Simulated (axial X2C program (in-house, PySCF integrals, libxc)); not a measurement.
# Photoelectron levels of MgCd by EOM-IP-CCSD

Computed with an axial X2C code built on PySCF integrals: two-component X2C with atomic mean-field Coulomb and Gaunt terms, Gaussian nuclei, basis Cd dyall-cv3z, Mg dyall-cv3z with contracted cores.

R = 3.562 Å (near the PBE0 minimum at charge 0 of the determinant lowest at the starting distance; the state shown can have its own minimum elsewhere).

Vertical ionisation energies of MgCd to the states of MgCd⁺:

| Ω of MgCd⁺ | vertical IE (eV) | above lowest (cm⁻¹) | ionised spinor | one-hole weight |
| --- | --- | --- | --- | --- |
| 1/2 | 6.952 | 0 | 68% Mg sσ, 15% Cd sσ, 11% Cd pσ | 0.96 |
| 1/2 | 8.969 | 16261 | 73% Cd sσ, 19% Mg sσ, 6% Mg pσ | 0.88 |

This point took 9.7 s on 1 thread of Intel(R) Xeon(R) Platinum 8375C CPU @ 2.90GHz (Ice Lake), on a shared host.

Reference electrons by ω block (each with its −ω partner): 1/2: 20, 3/2: 8, 5/2: 2. 14 electrons of MgCd correlated (inner shells frozen), 92 natural virtual spinors (a truncated set); levels can be off by some tenths of an eV. Roots sought by Ω: (1/2: 4, 3/2: 3, 5/2: 1); the list ends where they run out and leaves out roots under 60 % one-particle weight. The solver can skip a root, and states that need a further excitation, which the method places far too high, are missing though they may lie low or lowest. T1 of the reference 0.016 (Lee–Taylor). Number of frozen shells: Cd 4 s, 3 p, 1 d; Mg 2 s, 1 p.
